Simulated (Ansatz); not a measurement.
C12H4N4⁻, that is TCNQ with one electron more. The state is a doublet with charge -1. Geometry PBE-D4/def2-SVP, that of the neutral singlet; atoms count from 1.

```xyz
20

N    -3.605   -3.063   -0.309
C    -3.103   -2.059   -0.660
C    -2.483   -0.844   -1.077
C    -3.170   -0.073   -2.061
N    -3.728    0.571   -2.872
C    -1.249   -0.425   -0.542
C    -0.565   -1.217    0.454
C     0.634   -0.809    0.974
C     1.249    0.424    0.541
C     2.483    0.844    1.077
C     3.102    2.060    0.660
N     3.604    3.064    0.309
C     3.169    0.073    2.062
N     3.727   -0.570    2.873
C     0.566    1.216   -0.455
C    -0.634    0.809   -0.975
H    -1.026   -2.158    0.790
H     1.148   -1.419    1.733
H     1.027    2.157   -0.791
H    -1.147    1.418   -1.734
```

**Question.** Estimate the Mulliken populations from the PBE0/def2-SVP orbitals of Ansatz.

**Answer.** 
```json
{"atom": "N1", "charge (e)": "-0.06", "spin (α − β)": "0.12"}
{"atom": "C2", "charge (e)": "-0.07", "spin (α − β)": "-0.08"}
{"atom": "C3", "charge (e)": "-0.33", "spin (α − β)": "0.29"}
{"atom": "C4", "charge (e)": "-0.07", "spin (α − β)": "-0.08"}
{"atom": "N5", "charge (e)": "-0.06", "spin (α − β)": "0.12"}
{"atom": "C6", "charge (e)": "0.14", "spin (α − β)": "0.06"}
{"atom": "C7", "charge (e)": "-0.05", "spin (α − β)": "0.04"}
{"atom": "C8", "charge (e)": "-0.05", "spin (α − β)": "0.04"}
{"atom": "C9", "charge (e)": "0.14", "spin (α − β)": "0.06"}
{"atom": "C10", "charge (e)": "-0.33", "spin (α − β)": "0.29"}
{"atom": "C11", "charge (e)": "-0.07", "spin (α − β)": "-0.08"}
{"atom": "N12", "charge (e)": "-0.06", "spin (α − β)": "0.12"}
{"atom": "C13", "charge (e)": "-0.07", "spin (α − β)": "-0.08"}
{"atom": "N14", "charge (e)": "-0.06", "spin (α − β)": "0.12"}
{"atom": "C15", "charge (e)": "-0.05", "spin (α − β)": "0.04"}
{"atom": "C16", "charge (e)": "-0.05", "spin (α − β)": "0.04"}
{"atom": "H17", "charge (e)": "0.03", "spin (α − β)": "0.00"}
{"atom": "H18", "charge (e)": "0.03", "spin (α − β)": "0.00"}
{"atom": "H19", "charge (e)": "0.03", "spin (α − β)": "0.00"}
{"atom": "H20", "charge (e)": "0.03", "spin (α − β)": "0.00"}
```
Mulliken values and Mayer orders depend strongly on the basis.

**Question.** Where does the spin sit?

**Answer.** Summed by element: N 0.48, C 0.53, H -0.01, of 1 unpaired in all. Largest on single atoms: C3 0.29, C10 0.29, N5 0.12.

**Question.** And the Mayer bond orders between bonded heavy atoms (over 0.3)?

**Answer.** N1–C2 2.91 (1.18 Å); C2–C3 1.16 (1.43 Å); C3–C4 1.16 (1.43 Å); C3–C6 1.33 (1.41 Å); C4–N5 2.91 (1.18 Å); C6–C7 1.21 (1.44 Å); C6–C16 1.21 (1.44 Å); C7–C8 1.52 (1.37 Å); C8–C9 1.21 (1.44 Å); C9–C10 1.33 (1.41 Å); C9–C15 1.21 (1.44 Å); C10–C11 1.16 (1.43 Å); C10–C13 1.16 (1.43 Å); C11–N12 2.91 (1.18 Å); C13–N14 2.91 (1.18 Å); C15–C16 1.52 (1.37 Å).
